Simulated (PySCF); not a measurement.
# What a mistake does to a calculation on BClH4OSi

Calculated results; nothing here was measured. They come from PySCF 2.14.0, an open-source quantum chemistry program, on an isolated molecule that a program drew, which may never have been made. The molecule is BClH4OSi (charge 0, singlet), drawn as the SMILES string `BO[SiH2]Cl`.

Each row is a Hartree-Fock (HF) and frozen-core CCSD(T) single point in the cc-pV(D+d)Z basis, meant for a local HF minimum. Run 1 is clean. Each other run has one planted mistake out of seven kinds, and not every kind appears here: one electron removed, one electron added, multiplicity raised by two, geometry at a saddle point, minimal basis STO-3G, one bond length entered in bohr, all coordinates scaled. The reference is restricted for singlets and unrestricted otherwise, and also for a bond in bohr. Adding or removing an electron swaps singlet and doublet. Electrons count all cores. HOMO and LUMO are orbital energies over both spins, the gradient is its largest component, and the lowest frequency (negative if imaginary) is given only where the gradient is small. Bond lengths are over the 7 bonds as drawn. T1 is the CCSD diagnostic: over 0.02 (restricted) or 0.045 (unrestricted) a single reference is doubtful.

Geometry of the clean run:
```xyz
8
BClH4OSi, angstrom
B    -1.4554   -0.8710    0.9126
O    -1.6267    0.4008    1.3519
Si   -2.3535    1.7466    0.7461
Cl   -1.0107    2.7773   -0.4294
H    -1.9327   -1.2171   -0.1371
H    -0.8296   -1.6282    1.5993
H    -2.7264    2.6038    1.8723
H    -3.4979    1.3811   -0.0978
```

| run | electrons | basis functions | <S^2> | HOMO (eV) | LUMO (eV) | gradient (hartree/bohr) | lowest frequency (cm^-1) | mean bond (Å) | longest bond (Å) | T1 | HF (hartree) | CCSD(T) (hartree) | mistake |
|---|---|---|---|---|---|---|---|---|---|---|---|---|---|
| 1 | 48 | 94 | 0.000 | -12.23 | 2.90 | 4.8e-06 | 41 | 1.4852 | 2.061 | 0.0125 | -850.45202 | -851.01009 | no fault |
| 2 | 48 | 94 | 0.816 | -9.70 | 1.49 | 9.2e-03 | - | 1.6718 | 2.774 | 0.0448 | -850.33454 | -850.88514 | one bond length entered in bohr |
| 3 | 48 | 94 | 0.000 | -12.25 | 3.11 | 3.8e-02 | - | 1.4214 | 1.972 | 0.0114 | -850.43515 | -850.98820 | all coordinates scaled |
| 4 | 47 | 94 | 0.776 | -17.07 | -8.93 | 1.2e-01 | - | 1.4852 | 2.061 | 0.0483 | -850.05146 | -850.59823 | one electron removed |
| 5 | 49 | 94 | 0.760 | 1.17 | 8.29 | 1.2e-01 | - | 1.4852 | 2.061 | 0.0214 | -850.37501 | -850.95225 | ? |

**Which mistake was planted in run 5, and what did it cost?**

It counts 49 electrons, one more than the clean run, at the same geometry and basis. So the mistake is: one electron added. Subtracting run 1 and multiplying by 627.51 kcal/mol a hartree, the energy moved by 48.3 kcal/mol in HF and 36.3 kcal/mol in CCSD(T).

Cautions from the logs. Run 4: T1 is over the limit, so its CCSD(T) energy is less reliable; run 5: the HOMO is above zero, so the electron isn't bound and the energy depends on the basis.
